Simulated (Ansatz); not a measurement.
Geometry optimisation, Ansatz, RKS revPBE-D4/def2-SVP.

The input (input.yaml):

```yaml
crystal:
  periodic: [false, false, false]
  atoms:
    - { symbol: Ge, position_ang: [0.0, 0.0, 0.0] }
    - { symbol: H, position_ang: [0.0, 0.0, 1.55] }
    - { symbol: F, position_ang: [1.5842, 0.0, -0.5594] }
    - { symbol: F, position_ang: [-0.7913, 1.3709, -0.5594] }
    - { symbol: F, position_ang: [-0.7913, -1.3709, -0.5594] }
basis:
  gaussian: { orbitals: def2-SVP }
hamiltonian:
  xc: revpbe
  dispersion: d4
relax:
  f_tol: 0.02
  max_steps: 40
```

Launched with:

```bash
$ ansatz run input.yaml --threads 1 --pin off --max-ram 2048MiB --backend cpu --events-out ev --progress --plain --runs-dir out
```

**Question.** Where does it end, and by what steps?

**Answer.** The run converged. After 2 steps the energy has fallen by 0.218 eV; Ge1 moved furthest, 0.06 Å.

| step | energy less start (eV) | largest force component (eV/Å) | accepted |
| --- | --- | --- | --- |
| 0 | 0.0000 | 3.064 | yes |
| 1 | -0.1799 | 1.223 | yes |
| 2 | -0.2183 | 0.014 | yes |

```xyz
5
Properties=species:S:1:pos:R:3
Ge 0.000 0.000 0.062
H 0.000 0.000 1.597
F 1.612 0.000 -0.595
F -0.806 1.396 -0.596
F -0.806 -1.396 -0.596
```

Whether the end is a true minimum wasn't checked by a vibrational analysis.

The run took 7.2 s on 1 thread of Intel(R) Xeon(R) Platinum 8488C (Sapphire Rapids) (shared host), peak memory 0.16 GiB.
